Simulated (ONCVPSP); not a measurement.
Reading a pseudo-wave (Ga)

Columns: radius, all-electron u(r) and pseudo u(r) of the 3p shell (level -98.65 eV) of gallium in the configuration [Ne] 3s2 3p6 3d10 4s2 4p1; LDA (Perdew-Zunger), scalar-relativistic, ONCV scheme, ONCVPSP 4.0.1.

```
r (bohr)  all-electron  pseudo
   0.055       -0.4309  0.0357
   0.110       -0.6942  0.1372
   0.165       -0.5396  0.2918
   0.220       -0.1570  0.4805
   0.275        0.2760  0.6811
   0.330        0.6597  0.8725
   0.385        0.9534  1.0368
   0.440        1.1508  1.1623
   0.495        1.2626  1.2429
   0.550        1.3053  1.2785
   0.605        1.2973  1.2745
   0.660        1.2536  1.2378
   0.715        1.1866  1.1772
   0.770        1.1058  1.1009
   0.825        1.0181  1.0157
   0.880        0.9285  0.9274
   0.935        0.8404  0.8399
   0.990        0.7559  0.7557
   1.045        0.6765  0.6763
   1.100        0.6029  0.6027
   1.155        0.5354  0.5352
   1.210        0.4740  0.4739
   1.265        0.4185  0.4184
   1.320        0.3688  0.3687
   1.375        0.3243  0.3242
   1.430        0.2847  0.2847
```

**Question.** How many radial nodes do the two functions have?

**Answer.** The all-electron 3p function has n − l − 1 = 1; the pseudo-wave has 0, since the states of the same l below it are removed with the core.

**Question.** At about which radius was the pseudo-wave matched?

**Answer.** 1.10 bohr. The columns agree to 0.0005 from 0.99 bohr on; several derivatives are matched, so the curves merge somewhat inside the radius.

**Question.** Is the pseudo-wave norm-conserving?

**Answer.** Yes: the ONCV scheme keeps the norm inside the radius equal to the all-electron one, which fixes the energy derivative of the logarithmic derivative at the level.
